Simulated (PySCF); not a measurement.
# How the method changes the constants of SiBi

State: ²Π (doublet), unpaired electrons π ↑. Set-up: basis Si def2-SVP, Bi def2-SVP with ECP60; scalar-relativistic core potentials; PySCF 2.14. De refers to Si + Bi in their high-spin ground configurations, without counterpoise correction. The functionals are run spin-unrestricted. A positive dipole means Si(−)Bi(+). Levels whose curve was spin-contaminated or gave no clean fit are not listed.

| Level | Re (Å) | ωe (cm⁻¹) | De (eV) | μ (D) | CPU s a point (SCF and correlation, without the integrals) |
| --- | --- | --- | --- | --- | --- |
| UHF-CCSD | 2.487 | 372 | 1.70 | n/a | n/a |
| UHF-CCSD(T) | 2.507 | 354 | 1.94 | n/a | 2.9 |
| PBE | 2.498 | 366 | 2.86 | 0.73 | 0.61 |
| revPBE | 2.506 | 363 | 2.62 | 0.82 | 0.46 |
| BP86 | 2.502 | 363 | 2.90 | 0.63 | 0.46 |
| r²SCAN | 2.477 | 375 | 2.45 | 0.76 | 0.89 |
| PBE0 | 2.461 | 387 | 2.47 | 0.64 | 0.9 |
| ωB97X | 2.423 | 425 | 2.80 | 0.63 | 1.6 |

(1) Which functional lies closest to UHF-CCSD(T) in De, which farthest, and by how much do they differ from it?

(2) What does a quarter of exact exchange do here, going from PBE to PBE0?

(3) What does the step from GGA to meta-GGA do here, going from PBE to r²SCAN?

Correlated steps freeze 9 core orbitals. Correlated levels converge slowly with the basis: in double zeta they bind strong bonds too weakly, by up to about 1 eV, and carry superposition errors of some tenths. These are scalar-relativistic numbers at best; spin–orbit coupling would shift them, the dissociation energy most. The state is the lowest determinant that a PBE0 search found; another state may lie lower at other levels.

The whole job (state search and all levels along the bond) took about 2.2 min on 1 thread of Arm Neoverse V1 (shared host), peak memory 0.53 GiB.

## Answers

(1) Closest is r²SCAN (-3.0 pm in Re, +5.9 % in ωe, +0.51 eV in De against UHF-CCSD(T) in the same basis), farthest BP86 (-0.5 pm in Re, +2.5 % in ωe, +0.96 eV in De). CCSD(T) converges more slowly with the basis than the functionals do and binds too weakly in this one, so the order can change at the basis-set limit.

(2) PBE0 less PBE: -3.7 pm in Re, +5.7 % in ωe, -0.39 eV in De. Exact exchange removes part of the self-interaction that spreads semilocal densities, and in most molecules shortens and stiffens the bond and lowers De; so it does here.

(3) r²SCAN less PBE: -2.1 pm in Re, +2.5 % in ωe, -0.41 eV in De.
